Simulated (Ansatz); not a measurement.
The first iterations of a band of AlH$_{9}$O$_{2}$W (13 atoms, charge 0, multiplicity 1).

Computed with RKS PBE-D4/def2-SVP in Ansatz 0.2.0.

| Quantity | Value |
| --- | --- |
| movable images | 7 |
| climbing image | yes |
| spring | 5.0 eV/Å² |
| optimiser | quadratic models (default) |
| start path | through a guess of the saddle point |
| force threshold | 0.05 eV/Å |
| iteration limit | 60 |
| end points | relaxed |

First end point:

```xyz
13
Properties=species:S:1:pos:R:3
W 0.413 -0.115 0.411
H -0.348 0.150 1.922
H 1.992 0.470 -0.339
H -1.025 0.770 0.368
H -0.653 -0.414 -0.866
O 0.269 -2.033 0.210
H 0.801 -2.461 0.918
H 0.204 1.013 -0.832
O 1.272 1.936 1.355
Al 2.699 0.865 1.249
H 1.984 -0.557 1.811
H 4.222 1.270 1.359
H 0.795 2.156 2.173
```

Last end point:

```xyz
13
Properties=species:S:1:pos:R:3
W 0.593 -0.366 -0.465
H 0.913 0.781 3.605
H 1.461 -0.869 -1.852
H 0.309 1.285 -0.257
H -0.974 0.221 -0.729
O -0.582 -1.804 0.036
H -0.022 -2.576 0.290
H 0.338 0.506 -1.912
O 1.873 -0.018 0.881
Al 2.475 1.178 2.025
H 3.465 0.606 3.132
H 2.178 2.715 1.745
H 0.596 1.390 3.240
```

| iteration | highest image above the first end (eV) | largest band force component (eV/Å) |
| --- | --- | --- |
| 1 | 7.725 | 8.411 |
| 2 | 5.375 | 3.051 |
| 3 | 3.611 | 2.357 |
| 4 | 2.378 | 1.769 |
| 5 | 1.803 | 1.976 |
| 6 | 1.671 | 0.825 |
| 7 | 1.446 | 1.059 |
| 8 | 1.191 | 0.867 |
| 9 | 0.910 | 0.860 |
| 10 | 0.758 | 0.599 |

Does the band converge within its limit, and where does its top end?

The forces met the threshold. It ended after 30 iterations with the highest image 0.696 eV above the first end. The profile has 3 maxima (images 1, 3, 5) with wells between them (images 2, 4): this band takes more than one step, which may be the mechanism or a detour left from its start path. A vibrational analysis at the climbing image gives one clearly imaginary mode, 1220i cm⁻¹: a first-order saddle point. The orbitals stay closed-shell, which can raise the energy where a bond breaks towards radicals; this wasn't checked here.

Time of the run: 6.4 min on 4 threads of Arm Neoverse V1 (shared host), peak memory 0.19 GiB.
